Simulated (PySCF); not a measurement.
Zr(F)3(Me) (CH₃F₃Zr), SMILES [F][Zr]([F])([CH3])[F], multiplicity 1.

Geometry optimised at PBE-D3(BJ)/def2-SVP. The spin state was assumed, not searched. The structure was generated by enumeration; whether it is a known compound was not checked. The def2 effective core potentials stand for the cores of Zr; spin–orbit coupling is left out.

The numbers are results of PBE-D3(BJ)/def2-SVP in PySCF 2.14.0, not measurements.

Frequencies are harmonic and unscaled.

Modes within 1.5 cm⁻¹ of each other (mostly degenerate sets) share a row, with their intensities summed.

```csv
mode,ν (cm⁻¹),IR (km/mol),moving atoms (share of kinetic energy)
1,93,0.0,H 98 %
2–3,138,1.1,"F 42 %, C 29 %, H 23 %"
4,151,18.8,"F 69 %, Zr 24 %"
5–6,155,21.6,"F 88 %, Zr 12 %"
7–8,485,16.7,"H 77 %, C 19 %"
9,511,63.8,"C 63 %, H 21 %, Zr 16 %"
10,654,45.4,F 95 %
11–12,688,323.6,"F 73 %, Zr 25 %"
13,1119,9.8,"H 78 %, C 22 %"
14–15,1347,13.6,H 95 %
16,2942,0.4,H 97 %
17–18,3046,7.2,"H 91 %, C 9 %"
```
